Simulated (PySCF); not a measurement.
**Ionisation energy of Sb³⁰⁺ by level of theory**

Sb³⁰⁺ [Ar] 3d3 [3d3/2^3, M_J = 3/2] → Sb³¹⁺ [Ar] 3d2 [3d3/2^2, M_J = 2], as a difference of total energies. Computed with PySCF 2.14 in an even-tempered Gaussian basis (16 s from 4.9 bohr⁻², ratio 2.8; 12 p from 6.4 bohr⁻², ratio 2.8; 8 d from 6.4 bohr⁻², ratio 2.8; 3 f from 21 bohr⁻², ratio 3), with the two-component X2C-1e Hamiltonian. Correlated levels: [Ne] frozen; the 74 highest virtual spinors dropped. "Screened" scales the spin-orbit matrix elements by Boettger's factors to mimic the two-electron term; Breit and QED terms are absent.

| method | ionisation energy (eV) |
| --- | --- |
| GHF (spin-free) | 1779.4 |
| GMP2 (spin-free) | 1779.4 |
| GHF (screened spin-orbit) | 1780.1 |
| GMP2 (screened spin-orbit) | 1780.5 |

Breit and QED terms and the two-electron picture change are absent.

The spin-free rows relax to the high-spin LS determinant and lack the spin-orbit shift.

The labels give the starting determinants; with spin-orbit coupling the two ends relaxed to ⟨J²⟩ = 4.42, ⟨L²⟩ = 10.00, ⟨S²⟩ = 2.82 and ⟨J²⟩ = 6.11, ⟨L²⟩ = 10.66, ⟨S²⟩ = 1.61.

The determinant of Sb³⁰⁺ mixes levels of different J (the jj label is only the starting occupation), so the difference between spin-free and spin-orbit rows is not the physical spin-orbit shift.

For comparison: 1781 ± 4 eV (theoretical estimate listed by NIST; NIST Atomic Spectra Database, ionization energies).
